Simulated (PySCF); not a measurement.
## Working out the ionisation energy of Sb²⁺

Sb²⁺ [Kr] 4d10 5s2 5p1 (2P) → Sb³⁺ [Kr] 4d10 5s2 (1S). Computed with PySCF 2.14 in def2-TZVP with the def2 core potential (28 electrons) (6s5p3d2f, 50 functions), with scalar relativity through the core potential. Frozen: 4s2 4p6 4d10. Energies in hartree (1 hartree = 27.21139 eV):

```csv
part,Sb²⁺ (lower),Sb³⁺ (upper)
UHF,-238.373519,-237.486417
CCSD correlation,-0.046098,-0.035770
(T),-0.000597,0.000000
```

**Question.** What does Hartree-Fock give?

**Answer.** (-237.486417) − (-238.373519) = 0.887102 hartree = 24.139 eV.

**Question.** What do CCSD and CCSD(T) give?

**Answer.** The CCSD correlation energies differ by 0.010328 hartree = 0.281 eV and the triples by 0.000597 hartree = 0.016 eV, so CCSD gives 24.420 eV and CCSD(T) 24.436 eV.

Reference: 25.323 eV (measured; NIST Atomic Spectra Database, ionization energies), between the lowest levels; spin-orbit coupling is absent from the calculation.

What remains against the reference includes basis incompleteness, the frozen core and higher excitations.
